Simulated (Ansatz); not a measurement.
Diatomic BeS+, multiplicity 4 (an upper state: multiplicity 2 came lower at CCSD(T)/def2-TZVPP on PBE0 minima).

Seven points along R, fitted to fifth degree in 1/R; most abundant isotopes. Runs in def2 and cc sets follow the lowest solution found near the PBE0 minimum.

Programs: Ansatz (a first-principles code) with Gaussian orbitals. 

```csv
level,r_e (Å),ω_e (cm⁻¹),B_e (cm⁻¹),α_e (cm⁻¹)
PBE/def2-TZVPP,2.232,424,0.481,0.0068
PBE0/def2-TZVPP,2.210,443,0.491,0.0068
wB97X-V/def2-TZVPP,2.208,447,0.492,0.0069
CCSD/def2-TZVPP,2.215,446,0.489,0.0067
CCSD(T)/def2-TZVPP,2.219,443,0.487,0.0066
```

Correlated levels freeze the inner cores; with def2 sets outer-core shells near the valence are correlated too.
